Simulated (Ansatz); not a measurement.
```xyz
5

Si    0.0000    0.0000    0.0000
H     0.7929    0.7929    0.7929
H     0.7929   -0.7929   -0.7929
H    -0.7929    0.7929   -0.7929
H    -0.7929   -0.7929    0.7929
```

Basis set: def2-TZVP (spherical functions). Frozen core: 5 orbitals. Charge 0, multiplicity 1.

Computed with Ansatz (development build ahead of 0.2.0); each method stands on the lowest determinant of its kind that the runs found. Restricted open shells among the atoms or ions are ROHF, correlated in semicanonical orbitals with singles.

The atomization energy at this shape (free ground-state atoms in the same class of orbitals less the molecule, no zero-point energy) of singlet SiH4:

```tsv
method	atomization energy
RHF	1035.1 kJ/mol
```

(1) What does RHF-MP2 give?

Answers

(1) 1223.3 kJ/mol. Caution: the shape is not the minimum.
